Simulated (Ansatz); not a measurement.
Geometry optimisation, RKS PBE0/def2-SVP (Ansatz).

input.yaml

```yaml
crystal:
  periodic: [false, false, false]
  atoms:
    - { symbol: Ge, position_ang: [-0.470832, 0.037116, -0.391256] }
    - { symbol: Cl, position_ang: [0.291073, -0.278772, 2.935845] }
    - { symbol: H, position_ang: [0.548382, 1.041023, 0.156956] }
    - { symbol: H, position_ang: [-0.713576, 0.355092, -1.882593] }
    - { symbol: H, position_ang: [0.090196, -1.387635, -0.288014] }
    - { symbol: Si, position_ang: [-2.528459, 0.19115, 0.69383] }
    - { symbol: H, position_ang: [-3.668095, -0.212128, -0.183497] }
    - { symbol: H, position_ang: [-2.530438, -0.743956, 1.87598] }
    - { symbol: H, position_ang: [-2.77424, 1.568232, 1.219248] }
    - { symbol: H, position_ang: [-0.993211, -0.570122, 2.731602] }
basis:
  gaussian: { orbitals: def2-SVP }
hamiltonian:
  xc: pbe0
relax:
  f_tol: 0.03
  max_steps: 50
```

Launched with:

```bash
$ ansatz run input.yaml --threads 2 --pin off --max-ram 3072MiB --backend cpu --events-out ev --progress --plain --runs-dir out
```

Task: Where does it end, and by what steps?

Result: The run converged. The force dipped under the threshold on the way, but the program's further checks kept it going. After 13 steps the energy has fallen by 0.103 eV; H10 moved furthest, 0.69 Å.

| step | energy less start (eV) | largest force component (eV/Å) | accepted |
| --- | --- | --- | --- |
| 0 | 0.0000 | 1.068 | yes |
| 1 | -0.0734 | 0.690 | yes |
| 2 | -0.0903 | 0.394 | yes |
| 3 | -0.0945 | 0.383 | yes |
| 4 | -0.0952 | 0.212 | yes |
| 5 | -0.0985 | 0.081 | yes |
| 6 | -0.1007 | 0.035 | yes |
| 7 | -0.1011 | 0.055 | yes |
| 8 | -0.1013 | 0.102 | yes |
| 9 | -0.1016 | 0.068 | yes |
| 10 | -0.1019 | 0.004 | yes |
| 11 | -0.1021 | 0.102 | yes |
| 12 | -0.1025 | 0.055 | yes |
| 13 | -0.1026 | 0.021 | yes |

```xyz
10
Properties=species:S:1:pos:R:3
Ge -0.490 0.043 -0.559
Cl 0.247 -0.087 3.237
H 0.568 0.988 0.030
H -0.730 0.433 -2.031
H 0.047 -1.399 -0.527
Si -2.548 0.188 0.643
H -3.695 -0.135 -0.261
H -2.578 -0.794 1.775
H -2.749 1.558 1.204
H -0.821 -0.795 3.357
```

Whether the end is a true minimum wasn't checked by a vibrational analysis.

Run time: 44 s on 2 threads of Intel(R) Xeon(R) Platinum 8259CL CPU @ 2.50GHz (Skylake/Cascade Lake) (shared host), peak memory 0.26 GiB.
